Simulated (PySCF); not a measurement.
Choosing a molecule for a target property.

All species are isolated and taken at one optimised geometry, non-relativistic unless stated. Electronic properties by PySCF.

The conformers computed, where there is a choice (atom-mapped SMILES and torsion angles):
- `[CH3:1]/[CH:2]=[P:3]\[c:4]1[cH:5][cH:6][c:7]([F:8])[cH:9][cH:10]1`: C2–P3–C4–C5 -69°
- `[CH2:1]=[CH:2][C:3]1=[C:4]([CH3:5])[CH:6]=[CH:7][P@:8]1(=[O:9])[CH:10]=[CH2:11]`: C1–C2–C3–C4 173°, C7–P8–C10–C11 129°
- `[CH2:1]=[CH:2][P:3]([CH:4]([CH3:5])[CH3:6])[CH:7]1[CH2:8][CH2:9]1`: C1–C2–P3–C4 127°, C2–P3–C4–C5 166°, C2–P3–C7–C8 87°
- `[CH3:1][CH2:2][C:3]1=[C:4]([CH3:5])[CH2:6][CH2:7][CH:8]=[CH:9]1`: C1–C2–C3–C4 89°
- `[CH2:1]=[CH:2][CH2:3][C:4]1=[CH:5][C@@H:6]2[CH:7]=[CH:8][C@H:9]1[O:10]2`: C1–C2–C3–C4 120°, C2–C3–C4–C5 112°

Problem. Wanted: smallest rotational constant between 0.63 GHz and 2 GHz (GFN2-xTB) and HOMO energy below -6.45 eV (PBE0/pcSseg-1), at GFN2-xTB geometries. Which candidate meets both?
A. `C[PH](C)=S`
B. `C=CP(C(C)C)C1CC1`
C. `CCC1=C(C)CCC=C1`
D. `C/C=P\c1ccc(F)cc1`
E. `C=CC1=C(C)C=C[P@]1(=O)C=C`

Solution. B. Computed values:
```csv
species,smallest rotational constant,HOMO energy
C/C=P\c1ccc(F)cc1,0.581 GHz,-6.91 eV
C=CC1=C(C)C=C[P@]1(=O)C=C,0.675 GHz,-6.40 eV
C=CP(C(C)C)C1CC1,0.742 GHz,-6.74 eV
CCC1=C(C)CCC=C1,0.995 GHz,-5.81 eV
C[PH](C)=S,2.463 GHz,-6.51 eV
```

Problem. Wanted: dipole moment above 3 D (PBE0/pcSseg-1) and HOMO–LUMO gap above 5.5 eV (PBE0/pcSseg-1), at GFN2-xTB geometries. Which candidate meets both?
A. `C=CCC1=C[C@@H]2C=C[C@H]1O2`
B. `O=[P@]1(C(C=C)=C(C=C1)C)C=C`
C. `C/C=P\c1ccc(F)cc1`
D. `C[PH](C)=S`
E. `C=CP(C(C)C)C1CC1`

Solution. D. Computed values:
```csv
species,dipole moment,HOMO–LUMO gap
C=CP(C(C)C)C1CC1,1.18 D,6.65 eV
C/C=P\c1ccc(F)cc1,1.71 D,5.40 eV
C=CCC1=C[C@@H]2C=C[C@H]1O2,1.93 D,5.54 eV
O=[P@]1(C(C=C)=C(C=C1)C)C=C,4.34 D,4.35 eV
C[PH](C)=S,4.67 D,7.17 eV
```
